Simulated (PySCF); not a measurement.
## 2p core levels of `[SiH3]O[SiH2]CCl`

Species: CH7ClOSi2.
Structure used (GFN2-xTB), in Å, numbered top down from 1:
```
atom  x, y, z in Å
Si1    2.3562    0.0088    0.3917
O2     0.7882   -0.0616   -0.0301
Si3   -0.6053   -0.2700   -0.8169
C4    -1.9689    0.2729    0.4037
Cl5   -3.5648    0.0478   -0.3576
H6     2.3486   -0.0593    1.8505
H7     2.8679    1.2785   -0.1175
H8     3.0285   -1.1351   -0.2193
H9    -0.6143    0.5958   -1.9919
H10   -0.7558   -1.6867   -1.1332
H11   -1.9765   -0.3162    1.3186
H12   -1.9025    1.3245    0.6760
```

Method used: delta-SCF UKS SCAN, pcX-2 on the ionised atom, pcseg-1 elsewhere, spin-free X2C in PySCF 2.14.0. These are vertical core ionisation energies against the vacuum level, from separate self-consistent calculations with and without the core hole. Spin–orbit coupling isn't in the SCF: each 2p doublet comes from a relaxed spin-free hole plus a matrix of the shell (mean-field spin–orbit coupling and the ground-state 2p splitting), with 2p3/2 averaged over its two sublevels. The splitting includes the ligand field, and 2p3/2 is the mean of two sublevels.

Problem. Give the 2p3/2 and 2p1/2 binding energies and the splitting.

Solution. 
```json
{"atom": "Si1", "environment": "oxygen-bound silicon", "2p3/2 (eV)": "107.65", "2p1/2 (eV)": "108.28", "splitting (eV)": "0.63", "mean of the shell (eV)": "107.86"}
{"atom": "Si3", "environment": "oxygen-bound silicon", "2p3/2 (eV)": "107.46", "2p1/2 (eV)": "108.09", "splitting (eV)": "0.63", "mean of the shell (eV)": "107.67"}
{"atom": "Cl5", "environment": "alkyl chlorine", "2p3/2 (eV)": "205.93", "2p1/2 (eV)": "207.58", "splitting (eV)": "1.65", "mean of the shell (eV)": "206.48"}
```

Problem. What are the 1s binding energies of the same atoms?

Solution. Si1 1847.54 eV; Si3 1847.38 eV; Cl5 2828.54 eV.

Problem. Which Kα1 and Kα2 emission energies and wavelengths follow?

Solution. The photon carries the difference of the 1s-hole and 2p-hole states, both at the ground state's geometry; λ = 12398.42 eV Å/E.

| atom | Kα1 (eV) | Kα2 (eV) | λ(Kα1) (Å) | λ(Kα2) (Å) |
| --- | --- | --- | --- | --- |
| Si1 | 1739.89 | 1739.26 | 7.1260 | 7.1286 |
| Si3 | 1739.92 | 1739.29 | 7.1259 | 7.1284 |
| Cl5 | 2622.61 | 2620.96 | 4.7275 | 4.7305 |

Over the 2 silicon sites the 1s value ranges over 0.16 eV, 2p3/2 over 0.19 eV and Kα1, their difference, over 0.03 eV.

2p1/2 minus 2p3/2 by element: Si (Z = 14) 0.63 eV, Cl (Z = 17) 1.65 eV.

Problem. And the 1s levels of the other atoms?

Solution. C4 (sp3 C–Cl carbon) 291.67 eV; O2 (siloxane oxygen) 538.03 eV.

One conformer (not necessarily the lowest) at the GFN2-xTB geometry, without solvent, vibrations or thermal averaging.
